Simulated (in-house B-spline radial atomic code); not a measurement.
CAM-B3LYP excitations of Pd10+

Method: CAM-B3LYP. Computed with a B-spline radial code for spherical atoms: linear response of the closed shell [Ar] 3d10 4s2 4p6 with the functional's adiabatic kernel; non-relativistic, point nucleus, no spin-orbit coupling, no double excitations, S, P, D and F terms only; shells from n = 2 respond. Only terms of natural parity with L up to 3 were computed.

Without relativity these are model numbers for so heavy an element.

Command:
```bash
python run_td.py task.json out
```
Settings (radii: box in bohr, nucleus in fm):
```
Z                        46
electrons                36
configuration            [Ar] 3d10 4s2 4p6
hamiltonian              nr
method                   camb3lyp
box_radius               9.77
intervals                53
```

Run time, properties included: 2.9 s on 1 thread of Arm Neoverse N1 (shared host).

The lowest states, in the order of their Tamm-Dancoff energies; the method's threshold (minus the highest occupied level) is 231.60 eV. Labels give the largest channel, * marks a mixed state, and oscillator strengths are full-response dipole values. Semilocal kernels can invert the small singlet-triplet splittings of Rydberg terms. Energies in eV:

```
     state  full response  Tamm-Dancoff  oscillator strength
4p → 4d 3P          51.27         51.38                    -
4p → 4d 3F          52.00         52.17                    -
4p → 4d 1F              ?             ?                    -
4p → 4d 1P          69.05         71.61                 4.87
4s → 4d 3D          86.17         86.23                    -
4s → 4d 1D          90.98         91.12                    -
4p → 5s 3P         103.78        103.79                    -
4p → 5s 1P         104.93        104.97                0.513
4p → 4f 3D              ?             ?                    -
4p → 5p 3S         114.81        114.84                    -
4p → 5p 3D         115.82        115.83                    -
4p → 5p 1D         116.63        116.64                    -
4p → 4f 1D         118.12        118.37                    -
4p → 5p 1S         121.01        121.28                    -
4p → 5d 3P         135.96        135.97                    -
4p → 5d 3F         136.23        136.24                    -
4p → 5d 1F         136.98        136.98                    -
4s → 5s 3S         137.65        137.65                    -
4p → 5d 1P         138.24        138.43               0.0779
4s → 5s 1S         139.67        139.79                    -
4s → 4f 3F         145.62        145.66                    -
4s → 4f 1F         147.98        147.99                    -
```

**Question.** Where does 4p → 4f 3D lie?

**Answer.** At 111.26 eV in full response, 111.30 eV in Tamm-Dancoff.

**Question.** Where does 4p → 4d 1F lie?

**Answer.** At 55.89 eV in full response, 55.92 eV in Tamm-Dancoff.

**Question.** How large is the singlet-triplet splitting of 4p → 4d (F terms) in Tamm-Dancoff?

**Answer.** 3.74 eV, from the unrounded values.

**Question.** What polarisabilities and dispersion coefficient does the method give?

**Answer.** Dipole 0.8542 bohr³, quadrupole 0.7715 bohr⁵, C6 1.57 hartree·bohr⁶ for two such species.
